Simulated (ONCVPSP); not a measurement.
An all-electron radial function and its pseudo partner (arsenic (As))

Columns: radius, all-electron u(r) and pseudo u(r) of the 3s shell (level -190.31 eV) of arsenic in the configuration [Ne] 3s2 3p6 3d10 4s2 4p3; PBE, scalar-relativistic, ONCV scheme, ONCVPSP 4.0.1.

| r (bohr) | all-electron | pseudo |
| --- | --- | --- |
| 0.050 | 0.1496 | 0.1675 |
| 0.100 | -0.5946 | 0.3358 |
| 0.150 | -0.7669 | 0.5047 |
| 0.200 | -0.4686 | 0.6720 |
| 0.250 | 0.0250 | 0.8335 |
| 0.300 | 0.5203 | 0.9831 |
| 0.350 | 0.9247 | 1.1139 |
| 0.400 | 1.2067 | 1.2184 |
| 0.450 | 1.3735 | 1.2915 |
| 0.500 | 1.4429 | 1.3290 |
| 0.550 | 1.4397 | 1.3310 |
| 0.600 | 1.3860 | 1.2997 |
| 0.650 | 1.2995 | 1.2398 |
| 0.700 | 1.1945 | 1.1582 |
| 0.750 | 1.0813 | 1.0620 |
| 0.800 | 0.9670 | 0.9583 |
| 0.850 | 0.8563 | 0.8532 |
| 0.900 | 0.7523 | 0.7514 |
| 0.950 | 0.6565 | 0.6562 |
| 1.000 | 0.5696 | 0.5695 |
| 1.050 | 0.4920 | 0.4919 |
| 1.100 | 0.4232 | 0.4231 |
| 1.150 | 0.3629 | 0.3628 |
| 1.200 | 0.3102 | 0.3101 |
| 1.250 | 0.2644 | 0.2643 |
| 1.300 | 0.2248 | 0.2248 |

(1) How many radial nodes do the two functions have?

(2) At about which radius was the pseudo-wave matched?

(3) Is the pseudo-wave norm-conserving?

Results:

(1) The all-electron 3s function has n − l − 1 = 2; the pseudo-wave has 0, since the states of the same l below it are removed with the core.

(2) 1.00 bohr, where the columns begin to agree (steps of 0.05 bohr).

(3) Yes: the ONCV scheme keeps the norm inside the radius equal to the all-electron one, which fixes the energy derivative of the logarithmic derivative at the level.
